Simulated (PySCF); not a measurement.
Can point charges reproduce the dipole moment of `C=CCC#CC(=O)O`?

Coordinates (GFN2-xTB, Å) and charges (e) from the PBE0/pcSseg-1 density (PySCF):

```tsv
atom	x	y	z	Mulliken	IAO	Hirshfeld	ESP-fitted
C1	-2.458	1.544	0.192	-0.1433	-0.3106	-0.0955	-0.5253
C2	-1.769	0.505	0.621	-0.2317	-0.1239	-0.0306	+0.0342
C3	-1.224	-0.564	-0.286	-0.1593	-0.2799	-0.0454	-0.2446
C4	0.216	-0.618	-0.196	+0.1118	+0.0310	+0.0003	+0.1597
C5	1.414	-0.635	-0.081	-0.0677	-0.1169	-0.0739	-0.4009
C6	2.848	-0.680	-0.047	+0.2893	+0.5243	+0.2112	+0.8479
O7	3.554	-0.786	-1.016	-0.3844	-0.4433	-0.2662	-0.5451
O8	3.323	-0.590	1.205	-0.3511	-0.4706	-0.1744	-0.5686
H9	-2.838	2.292	0.866	+0.1252	+0.1588	+0.0523	+0.1997
H10	-2.676	1.691	-0.854	+0.1156	+0.1475	+0.0488	+0.2226
H11	-1.550	0.374	1.672	+0.1218	+0.1540	+0.0507	+0.1185
H12	-1.512	-0.370	-1.322	+0.1578	+0.1729	+0.0647	+0.1508
H13	-1.621	-1.540	0.013	+0.1731	+0.1819	+0.0678	+0.1386
H14	4.293	-0.623	1.190	+0.2430	+0.3749	+0.1902	+0.4126
```

Task: Compute μ = Σ q r for each scheme (1 e·Å = 4.803 D) and compare with the dipole of the full density.

Result: The full density gives (-2.03, 0.23, 1.43) D, 2.49 D in size; dipole vectors point from the negative to the positive end.

```json
{"scheme": "Mulliken", "μx": "-5.54", "μy": "0.43", "μz": "0.52", "size (D)": "5.58", "share of the full size (%)": "224", "angle to the full dipole (°)": "30"}
{"scheme": "IAO", "μx": "-2.45", "μy": "0.16", "μz": "1.41", "size (D)": "2.84", "share of the full size (%)": "114", "angle to the full dipole (°)": "6"}
{"scheme": "Hirshfeld", "μx": "-2.08", "μy": "0.25", "μz": "1.26", "size (D)": "2.44", "share of the full size (%)": "98", "angle to the full dipole (°)": "4"}
{"scheme": "ESP-fitted", "μx": "-2.12", "μy": "0.19", "μz": "1.42", "size (D)": "2.56", "share of the full size (%)": "103", "angle to the full dipole (°)": "2"}
```

Task: Which set comes closest?

Result: Length of the difference vector: ESP-fitted 0.11 D, Hirshfeld 0.18 D, IAO 0.43 D, Mulliken 3.64 D. Closest: ESP-fitted. 

Task: What is left for the Hirshfeld atoms' own dipoles?

Result: The shares of the density sum to the whole, so what Σ q r misses lies in dipoles about the nuclei. The atomic dipoles sum to (-2.03, 0.23, 1.43) − (-2.08, 0.25, 1.26) = (0.05, -0.02, 0.17) D, 0.18 D in size.

Task: With the origin at the mean of the coordinates, (0.000, 0.000, 0.140) Å, which are the largest single terms, by size, of the ESP-fitted dipole along the direction of the full one?

Result: C6 -10.12, O7 +9.49, O8 +5.86, H14 -5.83, C1 -5.48 D; all 14 atoms together +2.56 D. The single terms depend on the origin, their sum doesn't.

Task: Give the size of the full dipole in other units.

Result: 2.49 D = 0.981 au = 0.519 e·Å = 8.31 × 10⁻³⁰ C·m.

Isolated species at its GFN2-xTB geometry (one conformer only).

These values come from a run that also computed NMR shieldings. On Arm Neoverse V1, one thread (shared host), this took 19 s and 0.78 GiB of memory at its peak.

Conformer computed: `[CH2:1]=[CH:2][CH2:3][C:4]#[C:5][C:6](=[O:7])[OH:8]`: C1–C2–C3–C4 119°, H–O8–C6–C5 180°.
